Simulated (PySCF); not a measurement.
# How methods differ on the ionisation energy of O³⁺

O³⁺ [He] 2s2 2p1 [2p1/2^1, M_J = 1/2] → O⁴⁺ [He] 2s2, as a difference of total energies. Computed with PySCF 2.14 in x2c-TZVPall-2c (5s3p2d1f, 31 functions), with the two-component X2C-1e Hamiltonian. Correlated levels: 1s2 frozen. "Screened" scales the spin-orbit matrix elements by Boettger's factors to mimic the two-electron term; Breit and QED terms are absent.

```tsv
method	ionisation energy (eV)	error (eV)
GHF (spin-free)	77.345	-0.068
GMP2 (spin-free)	77.429	+0.016
GHF (screened spin-orbit)	77.377	-0.036
GMP2 (screened spin-orbit)	77.460	+0.047
```

Reference: 77.413 eV (measured; NIST Atomic Spectra Database, ionization energies).

Errors of the correlated levels include the incompleteness of this basis and the frozen core.
